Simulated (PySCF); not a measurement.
# Working out the ionisation energy of Nb²⁺

Nb²⁺ [Kr] 4d3 (4F) → Nb³⁺ [Kr] 4d2 (3F). Computed with PySCF 2.14 in def2-TZVP with the def2 core potential (28 electrons) (6s4p3d1f, 40 functions), with scalar relativity through the core potential. Frozen: 4s2 4p6. Energies in hartree (1 hartree = 27.21139 eV):

```json
{"part": "UHF", "Nb²⁺ (lower)": "-55.626751", "Nb³⁺ (upper)": "-54.735360"}
{"part": "MP2 opposite-spin", "Nb²⁺ (lower)": "0.000000", "Nb³⁺ (upper)": "0.000000"}
{"part": "MP2 same-spin", "Nb²⁺ (lower)": "-0.010927", "Nb³⁺ (upper)": "-0.002420"}
```

Problem. What does Hartree-Fock give?

Solution. (-54.735360) − (-55.626751) = 0.891391 hartree = 24.256 eV.

Problem. What do MP2 and SCS-MP2 (6/5 opposite-spin, 1/3 same-spin) give?

Solution. The opposite-spin parts differ by 0.000 eV and the same-spin parts by 0.231 eV. MP2: 24.256 + (0.000) + (0.231) = 24.487 eV. SCS-MP2: 24.256 + 1.2 × (0.000) + (0.231)/3 = 24.333 eV.

Reference: 25.04 eV (semi-empirical (NIST evaluation); NIST Atomic Spectra Database, ionization energies), between the lowest levels; spin-orbit coupling is absent from the calculation.

What remains against the reference includes basis incompleteness, the frozen core and correlation beyond second order.
